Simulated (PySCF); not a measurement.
Input file for PySCF: D3(BJ) and D4 dispersion corrections on HCl (SMILES Cl).

```python
from pyscf import gto
from pyscf.dispersion import dftd3, dftd4

mol = gto.M(
    atom='''
    Cl   -0.02566993    0.48084549    3.00737593
    H    -1.24033412    0.06343494    2.98855070
    ''',
    basis='def2-svp',
    charge=0, spin=0, verbose=0, max_memory=1800)
d3, d4 = {}, {}
for xc in ['hf', 'pbe', 'blyp', 'revpbe', 'tpss', 'r2scan', 'b3lyp', 'pbe0', 'bhlyp', 'camb3lyp', 'b2plyp']:
    d3[xc] = float(dftd3.DFTD3Dispersion(mol, xc=xc, version='d3bj', atm=False).get_dispersion()['energy'])
    print(f'D3(BJ) {xc:10s} {d3[xc]:14.8f} Eh')
for xc in ['hf', 'pbe', 'blyp', 'revpbe', 'tpss', 'r2scan', 'b3lyp', 'pbe0', 'bhlyp', 'camb3lyp', 'b2plyp']:
    d4[xc] = float(dftd4.DFTD4Dispersion(mol, xc={'camb3lyp': 'cam-b3lyp'}.get(xc, xc), atm=True).get_dispersion()['energy'])
    print(f'D4     {xc:10s} {d4[xc]:14.8f} Eh')
```

Program output:

```
D3(BJ) hf            -0.00407485 Eh
D3(BJ) pbe           -0.00032221 Eh
D3(BJ) blyp          -0.00069565 Eh
D3(BJ) revpbe        -0.00089934 Eh
D3(BJ) tpss          -0.00039380 Eh
D3(BJ) r2scan        -0.00007655 Eh
D3(BJ) b3lyp         -0.00056200 Eh
D3(BJ) pbe0          -0.00026233 Eh
D3(BJ) bhlyp         -0.00042956 Eh
D3(BJ) camb3lyp      -0.00022033 Eh
D3(BJ) b2plyp        -0.00024655 Eh
D4     hf            -0.00096052 Eh
D4     pbe           -0.00020824 Eh
D4     blyp          -0.00049619 Eh
D4     revpbe        -0.00085325 Eh
D4     tpss          -0.00028407 Eh
D4     r2scan        -0.00004657 Eh
D4     b3lyp         -0.00033793 Eh
D4     pbe0          -0.00016840 Eh
D4     bhlyp         -0.00022242 Eh
D4     camb3lyp      -0.00016486 Eh
D4     b2plyp        -0.00014231 Eh
```

The run finished.

Cost: about 0.010 core-seconds (a rough figure).
